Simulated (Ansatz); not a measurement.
System: H3S2, charge 1, singlet. H3S2+ (SMILES S[SH2+]).
B3LYP-D3(BJ)/def2-TZVP minimum from Ansatz (an electronic-structure program):
```xyz
5

S     -0.8128    -0.1252     0.5607
S      0.8973     0.1229    -0.5928
H     -1.7033    -0.5286    -0.3799
H      1.6348    -0.5812     0.2913
H     -1.2829     1.1466     0.6035
```
Charge +1, spin multiplicity 1.

Hartree-Fock and CCSD correlation energies in hartree (Ansatz). UHF or UKS for unpaired electrons; spin-orbit terms are left out. Cores are frozen in correlated methods. No relativity.

```
basis        X       E(HF)  E(corr, CCSD)
-----------  -  ----------  -------------
cc-pV(T+d)Z  3  -796.55305       -0.39488
cc-pV(Q+d)Z  4  -796.56086       -0.42040
cc-pV(5+d)Z  5  -796.56242       withheld
```

Task: Fit E(corr) = E∞ + A/X³ to X = 3 and 4, predict X = 5, and compare with the run.

Result: A = (-0.39488 - (-0.42040))/(1/27 - 1/64) = 1.1919; E∞ = -0.42040 - A/64 = -0.43902; at X = 5, E∞ + A/125 = -0.42949. The run gave -0.42896, 0.53 mEh above the prediction. The same form on X = 4 and 5 gives E∞ = -0.43794, 1.08 mEh above the first estimate.
